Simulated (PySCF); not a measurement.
The numbers below are computed, except where a source is named.
B3H12N4

The system: B3H12N4, a small molecule (built as: end group NH); neutral, doublet. The structure, one conformer, was relaxed in the gas phase by PBE0-D3(BJ)/def2-SVP. No frequency run checks that it is a minimum.

SMILES: [NH][BH-]1[NH2+][BH2-][NH2+][BH2-][NH2+]1

| atom | x (Å) | y (Å) | z (Å) |
| --- | --- | --- | --- |
| N1 | 1.340 | -0.192 | -0.414 |
| B2 | 0.095 | 0.082 | -1.358 |
| N3 | -1.038 | 0.744 | -0.482 |
| B4 | -1.444 | 0.011 | 0.860 |
| N5 | -0.120 | -0.270 | 1.668 |
| B6 | 1.082 | -0.993 | 0.937 |
| N7 | 2.256 | -0.990 | 1.851 |
| H8 | 1.841 | 0.677 | -0.216 |
| H9 | 1.994 | -0.743 | -0.971 |
| H10 | 0.433 | 0.857 | -2.248 |
| H11 | -0.310 | -0.988 | -1.777 |
| H12 | -1.876 | 0.758 | -1.064 |
| H13 | -0.836 | 1.731 | -0.310 |
| H14 | -2.181 | 0.742 | 1.514 |
| H15 | -1.960 | -1.056 | 0.573 |
| H16 | 0.237 | 0.571 | 2.129 |
| H17 | -0.367 | -0.882 | 2.447 |
| H18 | 0.728 | -2.132 | 0.635 |
| H19 | 3.089 | -1.355 | 1.372 |

EPR values by unrestricted B3LYP, IGLO-III on B N, pcH-1 on H.

Problem. Predict g and the largest hyperfine couplings. Where does the spin sit?

Solution. g = 2.0021, 2.0038, 2.0081. The spin sits on N7 (99 %, bonded to 1 B + 1 H) by Mulliken populations.
| atom | isotope | isotropic (MHz) | dipolar, principal values (MHz) |
| --- | --- | --- | --- |
| H18 | 1H | 151.8 | -5.3, -2.0, 7.3 |
| N7 | 14N | 26.8 | -40.3, -40.1, 80.4 |
| H19 | 1H | -55.2 | -49.8, -7.7, 57.4 |
| B6 | 11B | -25.5 | -4.6, -3.8, 8.4 |
| N1 | 14N | 16.8 | -1.9, -1.8, 3.7 |
| H8 | 1H | -3.2 | -6.0, -1.8, 7.8 |

Problem. How do the isotropic couplings move with BHandHLYP?

Solution. H18 151.8 to 126.9 MHz, N7 26.8 to 36.4 MHz, H19 -55.2 to -65.1 MHz, B6 -25.5 to -32.3 MHz.

The 2 runs behind this took 110 s in all, one thread each of AMD EPYC 9R45 96-Core on a shared host, launched as `OMP_NUM_THREADS=1 python cluster_run.py task.json out`.
